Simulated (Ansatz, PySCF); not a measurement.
Pulling on the Bi1–H2 bond in BiH3 (SMILES [BiH3]) (multiplicity 1 held, fragments rigid). Energies count from the point at 1.797 Å.
Geometry at that point (charge 0, multiplicity 1):
```tsv
atom	x (Å)	y (Å)	z (Å)
Bi	0.0006	-0.0011	0.0359
H	-1.4703	-0.2134	-0.9736
H	0.9197	-1.1034	-1.0448
H	0.4970	1.4112	-0.9575
```

R- and RO- levels are restricted; in cc, def2 and unpolarised 6-31G sets they are followed outwards from rest. Unrestricted levels (U-) break spin symmetry where that is lower. Levels need not reach the same state.

Cores are frozen in the correlated methods. Filled d and f shells under p-block atoms count as core. Rows in LANL2DZ carry no dispersion term and start afresh at each structure. LANL2DZ brings its own core potentials from Na on.

The values were computed with Ansatz (a program for electronic structure) with Gaussian orbitals; PySCF for LANL2DZ rows.  In def2 rows elements past Kr take small-core potentials, without spin–orbit coupling.

### Question
One of these levels gives 83.04 kcal/mol for the energy at R = 5.749 Å. Which one is it?
A) R-MP2/def2-TZVPP
B) U-PBE/def2-TZVPP
C) U-HF/LANL2DZ
D) U-MP2/def2-TZVPP

### Answer
A, R-MP2/def2-TZVPP. The others give 40.58 (U-HF/LANL2DZ), 63.49 (U-PBE/def2-TZVPP), 58.67 (U-MP2/def2-TZVPP)

Doubts at one or more of the structures used: a spin-contaminated determinant (U-HF/LANL2DZ, U-PBE/def2-TZVPP, U-MP2/def2-TZVPP); a restricted determinant that unrestricted orbitals would lower (R-MP2/def2-TZVPP).
